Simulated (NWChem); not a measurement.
# SbH$_{2}$Br; SMILES [Br][SbH2]

All runs: NWChem. All runs use the structure optimised with PBE0/def2-SVP. def2 effective core potentials on Sb; no spin-orbit coupling. Hybrids' shares of exact exchange are those that their runs print; pure functionals count as 0. The functionals differ in more than this share.

```
row                     share of exact exchange  orbital gap (eV)
----------------------  -----------------------  ----------------
PBE/def2-TZVP                              0.00              3.71
TPSS/def2-TZVP                             0.00              3.93
TPSSh/def2-TZVP                            0.10              4.66
B3LYP/def2-TZVP                            0.20          withheld
Hartree-Fock/def2-TZVP                     1.00             11.01
```

Fit a straight line of the last column on the one before it, predict the withheld value, and compare with the run.


1. Means of the 4 shown rows: x = 0.275, y = 5.828. Slope Σ(x − x̄)(y − ȳ)/Σ(x − x̄)² = 5.066/0.7075 = 7.160; intercept 3.859.
2. The shown rows scatter about the line by 0.093 (root mean square); the largest residual is -0.15, at PBE/def2-TZVP.
3. At x = 0.20 (B3LYP/def2-TZVP; inside the shown range) the line gives 5.29.
4. The run gives 5.16, -0.13 from the line, 1.4 times the scatter.
